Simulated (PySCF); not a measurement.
**Zn2: script and output**

Input:

```python
from pyscf import gto, scf, solvent

mol = gto.M(
    atom='Zn 0 0 0; Zn 0 0 2.499',
    basis='pcseg-1',
    charge=0,
    spin=0,
    verbose=4,
)
mf = scf.RHF(mol)
mf = solvent.PCM(mf)
mf.with_solvent.eps = 20.5
mf.kernel()
mf.analyze()
print('orbital energies (hartree):', mf.mo_energy[..., max(0, mol.nelec[1]-3):mol.nelec[0]+3].round(4))
```

```bash
$ python input.py
```

The log (some set-up lines removed):

```
PySCF version 2.14.0

[INPUT] Symbol           X                Y                Z      unit          X                Y                Z       unit  Magmom
[INPUT]  1 Zn     0.000000000000   0.000000000000   0.000000000000 AA    0.000000000000   0.000000000000   0.000000000000 Bohr   0.0
[INPUT]  2 Zn     0.000000000000   0.000000000000   2.499000000000 AA    0.000000000000   0.000000000000   4.722425585288 Bohr   0.0

nuclear repulsion = 190.580027942377
number of shells = 8
number of NR pGTOs = 162
number of NR cGTOs = 62
basis = pcseg-1
ecp = {}

******** <class 'pyscf.solvent._attach_solvent.PCMRHF'> ********
method = PCMRHF
initial guess = minao
damping factor = 0
level_shift factor = 0
DIIS = <class 'pyscf.scf.diis.CDIIS'>
SCF conv_tol = 1e-09
SCF max_cycles = 50
******** <class 'pyscf.solvent.pcm.PCM'> (In testing) ********

WARN: PCM is an experimental feature. It is still in testing.
Features and APIs may be changed in the future.

lebedev_order = 29 (302 grids per sphere)
eps = 20.5
frozen = False
Initial guess from minao.
PCM E_diel = -0.005074768286182
Solvent Energy = -0.005074768286182
init E= -3554.39078709228
  HOMO = -0.124326838093149  LUMO = 0.188558553315845  gap/eV = 8.51405
PCM E_diel = -0.0140079832457796
Solvent Energy = -0.0140079832457796
cycle= 1 E= -3555.11716588022  delta_E= -0.726  |g|= 0.199  |ddm|= 1.93
  HOMO = -0.191534230784597  LUMO = 0.159348351753117  gap/eV = 9.54800
PCM E_diel = -0.0128159465041153
Solvent Energy = -0.0128159465041153
cycle= 2 E= -3555.1211134775  delta_E= -0.00395  |g|= 0.134  |ddm|= 0.189
  HOMO = -0.186032209460521  LUMO = 0.164379201484151  gap/eV = 9.53518
PCM E_diel = -0.0134617073555518
Solvent Energy = -0.0134617073555518
cycle= 3 E= -3555.12397907653  delta_E= -0.00287  |g|= 0.00933  |ddm|= 0.145
  HOMO = -0.18493952281254  LUMO = 0.162958109896305  gap/eV = 9.46678
PCM E_diel = -0.0135230995189158
Solvent Energy = -0.0135230995189158
cycle= 4 E= -3555.12405799536  delta_E= -7.89e-05  |g|= 0.00227  |ddm|= 0.0581
  HOMO = -0.184458103827018  LUMO = 0.162405722230645  gap/eV = 9.43865
PCM E_diel = -0.0134882992323433
Solvent Energy = -0.0134882992323433
cycle= 5 E= -3555.12406512509  delta_E= -7.13e-06  |g|= 0.0007  |ddm|= 0.0197
  HOMO = -0.184333719842435  LUMO = 0.16235059686896  gap/eV = 9.43376
PCM E_diel = -0.0134588117986754
Solvent Energy = -0.0134588117986754
cycle= 6 E= -3555.12406553545  delta_E= -4.1e-07  |g|= 0.0002  |ddm|= 0.0032
  HOMO = -0.184297787378255  LUMO = 0.162356430271014  gap/eV = 9.43294
PCM E_diel = -0.0134441887071519
Solvent Energy = -0.0134441887071519
cycle= 7 E= -3555.12406557247  delta_E= -3.7e-08  |g|= 1.71e-05  |ddm|= 0.000782
  HOMO = -0.184296167235271  LUMO = 0.162356801735542  gap/eV = 9.43291
PCM E_diel = -0.0134436943616359
Solvent Energy = -0.0134436943616359
cycle= 8 E= -3555.12406557271  delta_E= -2.42e-10  |g|= 2.59e-06  |ddm|= 6.34e-05
  HOMO = -0.18429623652413  LUMO = 0.16235654985925  gap/eV = 9.43290
PCM E_diel = -0.0134437200215156
Solvent Energy = -0.0134437200215156
Extra cycle  E= -3555.12406557271  delta_E= 6.37e-12  |g|= 1.02e-06  |ddm|= 7.9e-06
converged SCF energy = -3555.12406557271
**** SCF Summaries ****
Total Energy =                       -3555.124065572705604
Nuclear Repulsion Energy =             190.580027942376944
One-electron Energy =                -5349.246788732736604
Two-electron Energy =                 1603.556138937675541
Two-electron Coulomb Energy =         1742.839512142354806
DFT Exchange-Correlation Energy =     -139.283373204679265
HOMO-LUMO gap [eV] =                     9.432902785186739
**** MO energy ****
[19 lines left out]
MO #20  energy= -0.739387935473394 occ= 2
MO #21  energy= -0.739387935473374 occ= 2
MO #22  energy= -0.734250424772532 occ= 2
MO #23  energy= -0.734250340552932 occ= 2
MO #24  energy= -0.73262813935025  occ= 2
MO #25  energy= -0.732627973687418 occ= 2
MO #26  energy= -0.72748719915438  occ= 2
MO #27  energy= -0.727487199154363 occ= 2
MO #28  energy= -0.722364524304022 occ= 2
MO #29  energy= -0.322946415709906 occ= 2
MO #30  energy= -0.18429623652413  occ= 2
MO #31  energy= 0.16235654985925   occ= 0
MO #32  energy= 0.228927831398774  occ= 0
MO #33  energy= 0.228927831398799  occ= 0
[29 lines left out]
 ** Mulliken pop on meta-lowdin orthogonal AOs  **
 ** Mulliken pop  **
pop of  0 Zn 1s           2.00000
pop of  0 Zn 2s           1.99999
pop of  0 Zn 3s           1.99984
pop of  0 Zn 4s           1.94291
pop of  0 Zn 5s           0.03860
pop of  0 Zn 2px          2.00000
pop of  0 Zn 2py          2.00000
pop of  0 Zn 2pz          2.00000
pop of  0 Zn 3px          1.99993
pop of  0 Zn 3py          1.99993
pop of  0 Zn 3pz          1.99994
pop of  0 Zn 4px          0.00022
[50 lines left out]
 ** Mulliken atomic charges  **
charge of    0Zn =     -0.00000
charge of    1Zn =     -0.00000
Dipole moment(X, Y, Z, Debye): -0.00000,  0.00000, -0.00000
orbital energies (hartree): [-0.7224 -0.3229 -0.1843  0.1624  0.2289  0.2289]
```

In short: E(SCF) = -3555.124066 Eh, 8 cycles, μz(SCF) = 0.00 D.

Wall time 3.6 s on one thread of a shared host.

Stability towards an unrestricted solution was not tested. The bond length is a typed value, not an optimised one.
